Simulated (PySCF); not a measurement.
**Cs⁵³⁺ (caesium, charge +53): Hartree-Fock from Schrödinger to Dirac-Coulomb-Breit**

Occupied: 1s1/2. Hartree-Fock calculated with PySCF 2.14 in an uncontracted even-tempered set (19 s from 11 bohr⁻², ratio 2.3; 15 p from 13 bohr⁻², ratio 2.3), Gaussian nucleus throughout. NR is non-relativistic, sf-X2C the spin-free one-electron X2C Hamiltonian, X2C adds the bare one-electron spin-orbit term, X2C-SNSO screens it by Boettger's factors, DC is four-component Dirac-Coulomb, and the Gaunt and Breit terms are added at first order (total energies over the DC spinors, levels after relaxing the spinors in that mean field). QED terms are absent. Levels marked empty are virtual spinors of this ion.

```tsv
Hamiltonian	E (hartree)	E − E(DC) (hartree)	CPU seconds
NR	-2990.6353	130.3285	0.44
sf-X2C	-3119.8386	1.1253	0.26
X2C	-3119.8386	1.1253	0.26
X2C-SNSO	-3119.8386	1.1253	0.26
DC	-3120.9638	0.0000	4.3
DC+Gaunt	-3118.6732	2.2906	7.2
DC+Breit	-3118.6732	2.2906	63
```

| level (eV) | NR | sf-X2C | X2C | X2C-SNSO | DC | DC+Gaunt | DC+Breit |
| --- | --- | --- | --- | --- | --- | --- | --- |
| 1s1/2 | -40225.0 | -41937.4 | -41937.4 | -41937.4 | -41967.8 | -41906.0 | -41906.0 |
| 2s1/2 (empty) | -9700.4 | -10218.1 | -10218.1 | -10218.1 | -10221.2 | -10214.4 | -10215.2 |
| 2p1/2 (empty) | -9597.8 | -9811.5 | -10105.1 | -10099.2 | -10097.3 | -10083.1 | -10085.2 |
| 2p3/2 (empty) | -9597.8 | -9811.5 | -9682.8 | -9685.0 | -9687.4 | -9680.2 | -9682.3 |
| 3s1/2 (empty) | -4286.5 | -4467.2 | -4467.2 | -4467.2 | -4468.1 | -4466.1 | -4466.4 |

```tsv
interval (eV)	X2C	X2C-SNSO	DC	DC+Gaunt	DC+Breit
2p3/2 − 2p1/2	422.3	414.2	409.9	402.9	402.9
```

Weight of the small component: 1s1/2 0.0415, 2s1/2 0.0100, 2p1/2 0.00998, 2p3/2 0.00956, 3s1/2 0.00439.

Koopmans' value for the highest occupied level at DC+Breit: 41906.0 eV, against an ionisation energy of 41861.1 eV (theoretical estimate listed by NIST; NIST Atomic Spectra Database, ionization energies); the former lacks relaxation, correlation, QED and recoil.

The whole ladder took 77 s of wall time on 1 thread of Neoverse-V1 (shared host), launched as `OMP_NUM_THREADS=1 python relrun2.py TASK.json OUT` (a driver that calls PySCF for each Hamiltonian).
